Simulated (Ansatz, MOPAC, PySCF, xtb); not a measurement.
Dimer: C2H4 (SMILES C=C) (first 6 atoms) with CH4O (SMILES CO); geometry from B3LYP-D3(BJ)/def2-TZVP.
(charge 0, multiplicity 1):
```xyz
12

C      0.702     0.208     0.024
C     -0.606     0.027    -0.101
H      1.166     1.167    -0.174
H      1.361    -0.596     0.327
H     -1.069    -0.933     0.095
H     -1.266     0.830    -0.406
C     -0.206    -0.598     3.696
O     -0.338     0.723     3.199
H     -0.982    -1.267     3.306
H     -0.313    -0.547     4.779
H      0.775    -1.031     3.468
H     -0.246     0.693     2.238
```

Interaction energies are E(AB) − E(A) − E(B) at the monomers' geometry in the complex; basis-set methods are counterpoise corrected. Rows marked so take none.

Rows in 3-21G carry no dispersion term and start afresh at each structure. The state that PM7 reach isn't checked; PM7 holds dispersion and hydrogen-bond terms.

The values were computed with Ansatz (an electronic-structure program) with Gaussian orbitals; MOPAC for PM7 (differences of heats of formation); PySCF for 3-21G rows, the dispersion terms; xtb for the GFN methods. Each number belongs to the level named beside it.

One of these levels gives -1.68 kcal/mol for the interaction energy. Name it.
A. PM7
B. r2SCAN-D3(BJ)/def2-TZVPPD
C. GFN1-xTB
D. B3LYP/3-21G (no counterpoise)

A, PM7. The others give -2.27 (GFN1-xTB), -3.27 (r2SCAN-D3(BJ)/def2-TZVPPD), -3.71 (B3LYP/3-21G (no counterpoise))
